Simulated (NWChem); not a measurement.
The numbers come from NWChem runs, not from measurements. System: C$_{3}$H$_{3}$, charge 1, spin multiplicity 1, at the geometry of a parent with another charge or spin, in a state set for the comparison that need not be this species' ground state. Level: MP2/def2-TZVP, 3 core orbitals frozen.

Output (cleaned and shortened):

```
             Northwest Computational Chemistry Package (NWChem) 7.3.0
             --------------------------------------------------------

                                NWChem Input Module
                                -------------------

 Scaling coordinates for geometry "geometry" by  1.889725989
 (inverse scale =  0.529177249)

 Turning off AUTOSYM since
 SYMMETRY directive was detected!

                             Geometry "geometry" -> ""
                             -------------------------

 Output coordinates in angstroms (scale by  1.889725989 to convert to a.u.)

  No.       Tag          Charge          X              Y              Z
 ---- ---------------- ---------- -------------- -------------- --------------
    1 C                    6.0000     0.00000000     0.00000000    -1.35520800
    2 C                    6.0000     0.00000000     0.00000000    -0.11074100
    3 C                    6.0000     0.00000000     0.00000000     1.26196300
    4 H                    1.0000     0.00000000     0.00000000    -2.43601200
    5 H                    1.0000    -0.94407800     0.00000000     1.82996300
    6 H                    1.0000     0.94407800     0.00000000     1.82996300

 Effective nuclear repulsion energy (a.u.)      52.7666873448

            Nuclear Dipole moment (a.u.)
            ----------------------------
        X                 Y               Z
 ---------------- ---------------- ----------------
     0.0000000000     0.0000000000    -0.0000037795

      Symmetry information
      --------------------

 Group name             C2v
 Group number             16
 Group order               4
 No. of unique centers     5

      Symmetry unique atoms

     1    2    3    4    5


 Summary of "ao basis" -> "" (spherical)
 ------------------------------------------------------------------------------
       Tag                 Description            Shells   Functions and Types
 ---------------- ------------------------------  ------  ---------------------
 *                         def2-tzvp                  on all atoms

 Summary of "ao basis" -> "ao basis" (spherical)
 ------------------------------------------------------------------------------
       Tag                 Description            Shells   Functions and Types
 ---------------- ------------------------------  ------  ---------------------
 C                         def2-tzvp                11       31   5s3p2d1f
 H                         def2-tzvp                 4        6   3s1p

                                 NWChem SCF Module
                                 -----------------

  ao basis        = "ao basis"
  functions       =   111
  atoms           =     6
  closed shells   =    10
  open shells     =     0
  charge          =   1.00
  wavefunction    = RHF
  use symmetry    = T
  symmetry adapt  = T

 Summary of "ao basis" -> "ao basis" (spherical)
 ------------------------------------------------------------------------------
       Tag                 Description            Shells   Functions and Types
 ---------------- ------------------------------  ------  ---------------------
 C                         def2-tzvp                11       31   5s3p2d1f
 H                         def2-tzvp                 4        6   3s1p

      Symmetry analysis of basis
      --------------------------

        a1         51
        a2         10
        b1         27
        b2         23

 Forming initial guess at       0.1s

      Superposition of Atomic Density Guess
      -------------------------------------

 Sum of atomic energies:        -114.51341220

 Renormalizing density from      21.00 to     20

      Non-variational initial energy
      ------------------------------

 Total energy =    -111.883489
 1-e energy   =    -244.217732
 2-e energy   =      79.567555
 HOMO         =      -0.683484
 LUMO         =      -0.525310

      Symmetry analysis of molecular orbitals - initial
      -------------------------------------------------

  Numbering of irreducible representations:

     1 a1          2 a2          3 b1          4 b2

  Orbital symmetries:

     1 a1          2 a1          3 a1          4 a1          5 a1
[...]
 Vector    9  Occ=2.000000D+00  E=-6.875694D-01  Symmetry=b2
              MO Center= -7.8D-16,  2.9D-16, -9.5D-02, r^2= 1.6D+00
   Bfn.  Coefficient  Atom+Function         Bfn.  Coefficient  Atom+Function
  ----- ------------  ---------------      ----- ------------  ---------------
    38      0.310589  2 C  py                41      0.305970  2 C  py
     7      0.186341  1 C  py                72      0.178854  3 C  py
    10      0.172952  1 C  py                69      0.172877  3 C  py

 Vector   10  Occ=2.000000D+00  E=-6.629936D-01  Symmetry=b1
              MO Center=  2.2D-16, -1.4D-30, -6.7D-01, r^2= 1.7D+00
   Bfn.  Coefficient  Atom+Function         Bfn.  Coefficient  Atom+Function
  ----- ------------  ---------------      ----- ------------  ---------------
     6      0.320920  1 C  px                 9      0.299355  1 C  px
    37      0.257777  2 C  px                40      0.252837  2 C  px

 Vector   11  Occ=0.000000D+00  E=-2.503204D-01  Symmetry=b2
              MO Center= -1.6D-16, -9.1D-17,  1.9D-01, r^2= 3.1D+00
   Bfn.  Coefficient  Atom+Function         Bfn.  Coefficient  Atom+Function
  ----- ------------  ---------------      ----- ------------  ---------------
    75      0.348075  3 C  py                72      0.303338  3 C  py
    69      0.291436  3 C  py                 7     -0.252595  1 C  py
    13     -0.251912  1 C  py                10     -0.243336  1 C  py

 Vector   12  Occ=0.000000D+00  E=-7.817824D-02  Symmetry=b1
              MO Center=  9.9D-15, -1.2D-16, -2.9D-01, r^2= 3.7D+00
   Bfn.  Coefficient  Atom+Function         Bfn.  Coefficient  Atom+Function
  ----- ------------  ---------------      ----- ------------  ---------------
    12      0.684207  1 C  px                43     -0.642177  2 C  px
   102     -0.618899  5 H  s                108      0.618899  6 H  s
    37     -0.269482  2 C  px                74     -0.263565  3 C  px
     6      0.246143  1 C  px                40     -0.241491  2 C  px
     9      0.210475  1 C  px

 Vector   13  Occ=0.000000D+00  E=-3.334792D-02  Symmetry=a1
              MO Center= -1.1D-15,  1.8D-17,  1.6D+00, r^2= 5.2D+00
   Bfn.  Coefficient  Atom+Function         Bfn.  Coefficient  Atom+Function
  ----- ------------  ---------------      ----- ------------  ---------------
     5      3.894679  1 C  s                 36     -3.873675  2 C  s
    45      2.797081  2 C  pz                14      2.168998  1 C  pz
   102     -1.536742  5 H  s                108     -1.536742  6 H  s
    66      1.051909  3 C  s                 76      0.909309  3 C  pz
    96      0.712095  4 H  s                 35     -0.536671  2 C  s

 center of mass
 --------------
 x =   0.00000000 y =   0.00000000 z =  -0.05880490

 moments of inertia (a.u.)
 ------------------
         192.800238426562           0.000000000000           0.000000000000
           0.000000000000         199.215709469353           0.000000000000
           0.000000000000           0.000000000000           6.415471042792

  Mulliken analysis of the total density
  --------------------------------------

    Atom       Charge   Shell Charges
 -----------   ------   -------------------------------------------------------
    1 C    6     5.82   0.86  1.12  0.55  0.56  0.11  1.12  1.22  0.24  0.02  0.01  0.01
    2 C    6     6.04   0.86  1.12  0.49  0.73  0.05  1.24  1.27  0.19  0.02  0.06  0.01
    3 C    6     5.97   0.86  1.12  0.54  0.64  0.19  1.13  1.17  0.26  0.02  0.05  0.00
    4 H    1     0.70   0.24  0.41  0.03  0.03
    5 H    1     0.73   0.25  0.43  0.03  0.02
    6 H    1     0.73   0.25  0.43  0.03  0.02

       Multipole analysis of the density wrt the origin
       ------------------------------------------------

     L   x y z        total         open         nuclear
     -   - - -        -----         ----         -------
     0   0 0 0      1.000000      0.000000     21.000000

     1   1 0 0      0.000000      0.000000      0.000000
     1   0 1 0     -0.000000      0.000000      0.000000
     1   0 0 1      0.313420      0.000000     -0.000004

     2   2 0 0    -11.563835      0.000000      6.365660
     2   1 1 0     -0.000000      0.000000      0.000000
     2   1 0 1     -0.000000      0.000000      0.000000
     2   0 2 0    -12.258419      0.000000      0.000000
     2   0 1 1      0.000000      0.000000      0.000000
     2   0 0 2      1.465072      0.000000    118.845381

                   NWChem MP2 Semi-direct Energy/Gradient Module
                   ---------------------------------------------

  Basis functions       =    111
  Molecular orbitals    =    111
  Frozen core           =      3
  Frozen virtuals       =      0
  Active alpha occupied =      7
  Active beta occupied  =      7
  Active alpha virtual  =    101
  Active beta virtual   =    101
  Use MO symmetry       = T
  Use skeleton AO sym   = T

  AO/Fock/Back tols     =   1.0D-09  1.0D-09  1.0D-09

 GA uses MA = F    GA memory limited = T

 Available:
  local mem=  1.26D+08
 global mem=  1.44D+08
 local disk=  0.00D+00
  mp2_memr nvloc                   101
  nvloc new                   101
   1 passes of   7:        4194304                      60470                  14802107.
   1 passes of   7: M    126140563           G      144154558           F     121946259.

 Semi-direct pass number   1 of   1  for RHF alpha+beta  at        1.6s
  vrange nnbf                  6149
  mp2_eaftype                    56  avail_ma_in_mb                  1099
 EAF : mp2_eaftype filesize          56    7401054.
  mp2_eaf for mointskh                     56
Node 0 wrote     34.8 Mb in      0.0 s     Agg I/O rate:  1516.6 Mb/s
 Done moints_semi at        3.5s
  mp2_eaftype                    56  avail_ma_in_mb                  1043
 EAF : mp2_eaftype filesize          56    7401054.
  mp2_eaf for kh                    56
 Done maket at        3.6s
 Done multipass loop at        3.6s

          -------------------------------------------
          SCF energy                -114.988195501636
          Correlation energy          -0.421161867970
          Singlet pairs               -0.277589242077
          Triplet pairs               -0.143572625893
          Total MP2 energy          -115.409357369606
          -------------------------------------------

          ---------------------------------------------------
                    Spin Component Scaled (SCS) MP2
          Same spin pairs                     -0.095715083929
          Same spin scaling factor             0.333333333333
          Opposite spin pairs                 -0.325446784041
          Opposite spin scaling fact.          1.200000000000
          SCS-MP2 correlation energy          -0.422441168826
          Total SCS-MP2 energy              -115.410636670462
          ---------------------------------------------------

 -----------------------
 Performance information
 -----------------------

 Timer overhead =  1.02D-07 seconds/call

               Nr. of calls         CPU time (s)                 Wall time (s)                GFlops
             ---------------    -------------------     ------------------------------   -------------------
Name         Min   Avg   Max    Min     Avg     Max     Min     Avg     Max   Mx/calls   Min     Max     Sum
mp2: moin     1     1     1    2.0     2.0     2.0      2.0     2.0     2.0     2.0      0.0     0.0     0.0
mp2: make     1     1     1   8.64E-2 8.64E-2 8.64E-2  8.64E-2 8.64E-2 8.64E-2 8.64E-2   0.0     0.0     0.0
mp2: tota     1     1     1    2.1     2.1     2.1      2.1     2.1     2.1     2.1      0.0     0.0     0.0

 The average no. of pstat calls per process was 3.00D+00
 with a timing overhead of 3.05D-07s

 Task  times  cpu:        3.6s     wall:        3.6s

 Total times  cpu:        3.6s     wall:        3.6s
```

Task: Write an NWChem input that would produce this output.

Result: Several could match; the one computed here: 
```
start mol
memory heap 200 mb stack 900 mb global 1100 mb
charge 1
geometry units angstroms nocenter noautoz
  C      0.000000     0.000000    -1.355208
  C      0.000000     0.000000    -0.110741
  C      0.000000     0.000000     1.261963
  H      0.000000     0.000000    -2.436012
  H     -0.944078     0.000000     1.829963
  H      0.944078     0.000000     1.829963
  symmetry group C2v
end
basis spherical
  * library def2-tzvp
end
scf
  rhf
  nopen 0
  maxiter 100
  thresh 1e-7
  semidirect memsize 60000000 filesize 0
end
mp2
  freeze core 3
end
task mp2 energy
```
